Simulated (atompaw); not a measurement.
How hard is this tantalum PAW (atompaw) potential?

tantalum (Ta), PAW, made with atompaw 4.2.0.5 (PBE, scalar-relativistic). Core [Xe] 4f14, reference 5d3 6s2 6p0. Waves: 6s (bound): rc 3.00 bohr; 6s channel at 4.25 Ry: rc 3.00 bohr; 6p (bound, empty): rc 3.00 bohr; 6p channel at 3.25 Ry: rc 3.00 bohr; 5d (bound): rc 2.70 bohr; 5d channel at 0.2 Ry: rc 2.70 bohr; 5f channel at -0.2 Ry: rc 3.00 bohr. Local part: troulliermartins scheme with l = 4 at 0 Ry, radius 2.70 bohr. Core correction: smooth core density matched at 1.80 bohr. Augmentation charge: besselshape compensation charge, radius 2.30 bohr; PAW radius 3.00 bohr; waves and projectors: custom polynom2 7 10 vanderbiltortho.

The pseudo-atom Hamiltonian at the reference potential is diagonalised in spherical Bessel functions j_l(qr) that vanish at 20 bohr, with q² up to the cutoff. All-electron valence levels (Ry): 6s -0.4000, 6p -0.1022, 5d -0.2639.

Q: How do the lowest levels (Ry) of each channel move with the cutoff, and are there ghosts?

A:

```json
{"cutoff (Ry)": "8", "s #1": "-0.3999", "p #1": "-0.1021", "d #1": "-0.2172", "d #2": "0.0580", "f #1": "-0.2615", "f #2": "0.1066", "Σ f·Δε (mRy)": "140.4"}
{"cutoff (Ry)": "10", "s #1": "-0.4000", "p #1": "-0.1022", "d #1": "-0.2354", "d #2": "0.0575", "f #1": "-0.2819", "f #2": "0.1066", "Σ f·Δε (mRy)": "85.6"}
{"cutoff (Ry)": "12", "s #1": "-0.4000", "p #1": "-0.1022", "d #1": "-0.2504", "d #2": "0.0572", "f #1": "-0.2900", "f #2": "0.1066", "Σ f·Δε (mRy)": "40.7"}
{"cutoff (Ry)": "18", "s #1": "-0.4000", "p #1": "-0.1022", "d #1": "-0.2591", "d #2": "0.0570", "f #1": "-0.2938", "f #2": "0.1066", "Σ f·Δε (mRy)": "14.4"}
{"cutoff (Ry)": "21", "s #1": "-0.4000", "p #1": "-0.1022", "d #1": "-0.2599", "d #2": "0.0570", "f #1": "-0.2939", "f #2": "0.1066", "Σ f·Δε (mRy)": "12.1"}
{"cutoff (Ry)": "25", "s #1": "-0.4000", "p #1": "-0.1022", "d #1": "-0.2616", "d #2": "0.0569", "f #1": "-0.2939", "f #2": "0.1066", "Σ f·Δε (mRy)": "7.1"}
{"cutoff (Ry)": "30", "s #1": "-0.4000", "p #1": "-0.1022", "d #1": "-0.2628", "d #2": "0.0569", "f #1": "-0.2939", "f #2": "0.1066", "Σ f·Δε (mRy)": "3.3"}
{"cutoff (Ry)": "35", "s #1": "-0.4000", "p #1": "-0.1022", "d #1": "-0.2629", "d #2": "0.0569", "f #1": "-0.2939", "f #2": "0.1066", "Σ f·Δε (mRy)": "3.0"}
{"cutoff (Ry)": "45", "s #1": "-0.4000", "p #1": "-0.1022", "d #1": "-0.2636", "d #2": "0.0569", "f #1": "-0.2939", "f #2": "0.1066", "Σ f·Δε (mRy)": "1.0"}
{"cutoff (Ry)": "50", "s #1": "-0.4000", "p #1": "-0.1022", "d #1": "-0.2636", "d #2": "0.0569", "f #1": "-0.2940", "f #2": "0.1066", "Σ f·Δε (mRy)": "0.9"}
{"cutoff (Ry)": "55", "s #1": "-0.4000", "p #1": "-0.1022", "d #1": "-0.2637", "d #2": "0.0569", "f #1": "-0.2940", "f #2": "0.1066", "Σ f·Δε (mRy)": "0.6"}
{"cutoff (Ry)": "400", "s #1": "-0.4000", "p #1": "-0.1022", "d #1": "-0.2639", "d #2": "0.0569", "f #1": "-0.2940", "f #2": "0.1066", "Σ f·Δε (mRy)": "0.0"}
```

Result: ghost state, extra bound levels that the all-electron valence spectrum of the same l lacks: f at -4.0 eV (a true bound ghost makes a file unfit for plane-wave use); 10 mRy is reached at 25 Ry and 1 mRy at 45 Ry.
